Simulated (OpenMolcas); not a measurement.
OpenMolcas run: F2+

Input:

```
&GATEWAY
Coord
1

F 0.0 0.0 0.0
Basis=ANO-R1
Group=XYZ
NoMove
AngMom=0.0 0.0 0.0
AMFI
&SEWARD
&RASSCF
FileOrb=start.orb
Symmetry=2
Spin=4
nActEl=5 0 0
Inactive=1 0
Ras2=1 3
CIRoot=1 1 1
SDav=1
CIMx=300
Iter=120 100
PrWF=0.3
OrbListing=Nothing
MaxOrb=0
Atom
>>> COPY $Project.JobIph JOB001
&RASSCF
FileOrb=start.orb
Symmetry=2
Spin=2
nActEl=5 0 0
Inactive=1 0
Ras2=1 3
CIRoot=8 8 1
SDav=11
CIMx=300
Iter=120 100
PrWF=0.3
OrbListing=Nothing
MaxOrb=0
Atom
>>> COPY $Project.JobIph JOB002
&RASSCF
FileOrb=start.orb
Symmetry=1
Spin=4
nActEl=5 0 0
Inactive=1 0
Ras2=1 3
CIRoot=3 3 1
SDav=3
CIMx=300
Iter=120 100
PrWF=0.3
OrbListing=Nothing
MaxOrb=0
Atom
>>> COPY $Project.JobIph JOB003
&RASSCF
FileOrb=start.orb
Symmetry=1
Spin=2
nActEl=5 0 0
Inactive=1 0
Ras2=1 3
CIRoot=5 5 1
SDav=9
CIMx=300
Iter=120 100
PrWF=0.3
OrbListing=Nothing
MaxOrb=0
Atom
>>> COPY $Project.JobIph JOB004
&RASSI
NrOfJobIphs=3 1 8 3
1
1 2 3 4 5 6 7 8
1 2 3
IphNames
JOB001
JOB002
JOB003
EJob
SpinOrbit
DIPRint=1.0
SOCoupling=1000.0
Subsets=2
MEES
Property=10
'ANGMOM' 1 'ANGMOM' 2 'ANGMOM' 3 'MLTPL  1' 1 'MLTPL  1' 2 'MLTPL  1' 3
'AMFI' 1 'AMFI' 2 'AMFI' 3 'MLTPL  2' 6
SOProperty=3
'ANGMOM' 1 'ANGMOM' 2 'ANGMOM' 3
```

Launched by
```bash
OMP_NUM_THREADS=1 MOLCAS_MEM=2252 MOLCAS_PROJECT=a pymolcas a.inp > a.log  # once for each step of the input, in one work folder
```

A driver script runs the steps one by one and writes start.orb anew before each from the orbitals found so far.

Output, cut to the results:

```
--- SEWARD ---
Basis set label: F.ANO-R...3S2P1D.

      Electronic valence basis set:
      ------------------
      Associated Effective Charge   9.000000 au
      Associated Actual Charge      9.000000 au
      Nuclear Model: Finite nucleus - Gaussian distribution
        Gaussian exponent, Xi/bohr**(-2):  5.35469E+08

      Shell  nPrim  nBasis  Cartesian Spherical Contaminant
         s      13       3        X
         p       8       2        X
         d       4       1                 X
                  Relativistic X2C integrals
                  Atomic mean-field integrals
--- RASSCF ---
Wave function specifications:
      -----------------------------

      Number of closed shell electrons           2
      Number of electrons in active shells       5
      Max number of holes in RAS1 space          0
      Max nr of electrons in RAS3 space          0
      Number of inactive orbitals                1
      Number of active orbitals                  4
      Number of secondary orbitals               9
      Spin quantum number                      1.5
      State symmetry                             2
Orbital specifications:
      -----------------------

      Symmetry species                           1   2
                                                ag  au
      Frozen orbitals                            0   0
      Inactive orbitals                          1   0
      Active orbitals                            1   3
      RAS1 orbitals                              0   0
      RAS2 orbitals                              1   3
      RAS3 orbitals                              0   0
      Secondary orbitals                         6   3
      Deleted orbitals                           0   0
      Number of basis functions                  8   6
      Number of CSFs                             1
      Number of root(s) required                 1
      Iter CI   SX   CI       RASSCF       Energy    max ROT     max BLB   max BLB  Level Ln srch  Step   QN
          iter iter root      energy       change     param      element    value   shift minimum  type update
 Nr of preliminary CI iterations:   1
 ###############################################################################
 ###############################################################################
 ###                                                                         ###
 ###                                                                         ###
 ###    WARNING: Problems in orbital optimization.                           ###
 ###                                                                         ###
 ###                                                                         ###
 ###############################################################################
 ###############################################################################
  Warning: In symmetry  1, orbital p=   2 has diagonal density matrix element D(p,p) close to two. (2 - D(p,p))=  0.000000E+00
        1   1    1    1   -97.68039144    0.00E+00   0.00E+00    1   3 1 -2.97E-09   0.50   0.00    SX    NO
        ...
 ###############################################################################
 ###############################################################################
  Warning: In symmetry  1, orbital p=   2 has diagonal density matrix element D(p,p) close to two. (2 - D(p,p))=  0.000000E+00
        4   1    1    1   -97.68039144    8.53E-14   0.00E+00    1   3 1 -2.97E-09   0.50   0.00    SX    NO
      Convergence after  4 iterations
        5   1    1    1   -97.68039144    2.84E-14   0.00E+00    1   3 1 -2.97E-09   0.50   0.00    SX    NO
      Natural orbitals and occupation numbers for root  1
      sym 1:   2.000000
      sym 2:   1.000000   1.000000   1.000000
::    RASSCF root number  1 Total energy:    -97.68039144
--- RASSCF ---
Wave function specifications:
      -----------------------------

      Number of closed shell electrons           2
      Number of electrons in active shells       5
      Max number of holes in RAS1 space          0
      Max nr of electrons in RAS3 space          0
      Number of inactive orbitals                1
      Number of active orbitals                  4
      Number of secondary orbitals               9
      Spin quantum number                      0.5
      State symmetry                             2
Orbital specifications:
      -----------------------

...
--- RASSI ---
SPIN-FREE ENERGIES:
  (Shifted by EMIN (a.u.) =        -97.6803914394)

 SF State       Relative EMIN(au)   Rel lowest level(eV)    D:o, cm**(-1)      L_eff

     1             0.0000000000        0.0000000000              0.0000         0.0
     2             0.1732179773        4.7135012840          38016.9517         2.0
     3             0.1732179773        4.7135012840          38016.9517         2.0
     4             0.1732179773        4.7135012840          38016.9517         2.0
     5             0.1732179773        4.7135012840          38016.9517         2.0
     6             0.1732179773        4.7135012840          38016.9517         2.0
     7             0.2399489942        6.5293447610          52662.7171         1.0
     8             0.2399489942        6.5293447610          52662.7171         1.0
     9             0.2399489942        6.5293447610          52662.7171         1.0
    10             0.6992738597       19.0282110868         153472.8726         1.0
    11             0.6992738597       19.0282110868         153472.8726         1.0
    12             0.6992738597       19.0282110868         153472.8726         1.0
     Dipole printing threshold changed to   1.00000000E+00

++ Dipole transition strengths (spin-free states):
   -----------------------------------------------
     for osc. strength at least  1.00000000E+00

  ( Max oscillator strength is only   0.12804733842315966      )
--
Eigenvalues of complex Hamiltonian:
   -----------------------------------
  (Shifted by EMIN (a.u.) =        -97.6803914394)

 SO State       Relative EMIN(au)   Rel lowest level(eV)    D:o, cm**(-1)     J-value

     1            -0.0000122877        0.0000000000              0.0000         1.2
     2            -0.0000122877        0.0000000000              0.0000         1.2
     3            -0.0000122877        0.0000000000              0.0000         1.1
...
```

The J values that RASSI prints are effective ones from its own formula and need not be integers or half-integers; the table below assigns J from the states.

Levels above the lowest, from the spin-orbit matrix, grouped by J:

```
Configuration  Term    J   E (eV)  Measured (eV)      g  Term weight %
      2s² 2p³   ⁴S°  3/2   0.0000         0.0000  2.002            100
      2s² 2p³   ²D°  3/2   4.7124                 0.800            100
      2s² 2p³   ²D°  5/2   4.7138                 1.200            100
      2s² 2p³   ²P°  3/2   6.5308                 1.334            100
      2s² 2p³   ²P°  1/2   6.5310                 0.666            100
       2s 2p⁴    ⁴P  5/2  19.0054        18.8329  1.601            100
       2s 2p⁴    ⁴P  3/2  19.0440        18.8748  1.735            100
       2s 2p⁴    ⁴P  1/2  19.0671        18.8964  2.671            100
```

Against the 3 measured excited levels shown (Moore, Atomic Energy Levels, vol. I, NSRDS-NBS 35 (1971 reprint of NBS Circular 467, 1949)) the mean absolute deviation is 1400 cm-1; the largest miss in energy is 2s 2p⁴ ⁴P_5/2: computed 19.0054, measured 18.8329 eV (+0.9 %).

Computed and measured levels are paired by configuration, term and J; levels that our copy of the source lacks, or whose pairing is in doubt (as where it misses far off the trend of its configuration), stay unpaired and out of the deviations. Only configurations of the active space appear. The first state left out of the spin-orbit step lies near 220000 cm-1 above the lowest spin-free state of the reference (among the parities and spins computed), and the list stops at four fifths of that energy or lower.

The RASSCF and RASSI steps took 8.7 s on 1 thread of Arm Neoverse V2, with other jobs on the host; the integral step is not counted.

The term weight is that of the spin-free term in the level, not the purity of its configuration. ° marks odd parity.
